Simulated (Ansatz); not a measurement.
Isolated molecules relaxed with PBE0-D4/def2-TZVP in Ansatz; ΔE leaves out vibrations. CCSD(T)/CBS is the MP2 limit (def2-TZVPP, def2-QZVPP) plus CCSD(T) − MP2 in def2-TZVPP, frozen cores. This one scheme is used for every species. Double bonds are as drawn, so ΔE can hold a change between cis and trans. Functionals use def2-TZVPP. One conformer a species, not always the lowest.

Reaction (formal exchange of groups at a C–Si bond): `B/C=C(\F)[SiH3]` + `C=C` → `B/C=C(\F)C=C` + SiH₄

```tsv
level	ΔE (kJ/mol)
PBE0-D4	-26.4
HF/def2-TZVPP	-20.0
```

(1) What does CCSD(T)/CBS give? (An estimate is asked.)

Largest T1 diagnostic among the species: 0.013.

Results:

(1) Ansatz gave: -16.6 kJ/mol. The listed levels differ from it by -9.8, -3.4 kJ/mol.
